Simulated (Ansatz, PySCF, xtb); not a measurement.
Dimer: HF (SMILES F) (first 2 atoms) with CHN (SMILES C#N); geometry from B3LYP-D3(BJ)/def2-TZVP, rigid monomers moved along the line of their centres of mass till H2···N4 is 1.64 Å.
(charge 0, multiplicity 1):
```
atom    x (Å)    y (Å)    z (Å)
----  -------  -------  -------
F     -0.0481  -0.9930  -0.1373
H      0.0375  -0.4804   0.6439
C      0.2942   1.0423   2.9548
N      0.1878   0.4151   2.0057
H      0.3937   1.6283   3.8414
```

Counterpoise-corrected where a basis set is named; no monomer relaxation. Rows marked so take none.

Rows in STO-3G carry no dispersion term and start afresh at each structure.

The values were computed with Ansatz (a program for electronic structure); PySCF for STO-3G rows, the dispersion terms; xtb for the GFN methods. Values without a source in brackets are computed.

One of these levels gives -8.35 kcal/mol for the interaction energy. Which?
A. B3LYP-D3(BJ)/def2-TZVPPD
B. GFN2-xTB
C. HF/aug-cc-pVDZ
D. HF/STO-3G (no counterpoise)

B, GFN2-xTB. The others give 1.30 (HF/STO-3G (no counterpoise)), -4.17 (HF/aug-cc-pVDZ), -7.36 (B3LYP-D3(BJ)/def2-TZVPPD)
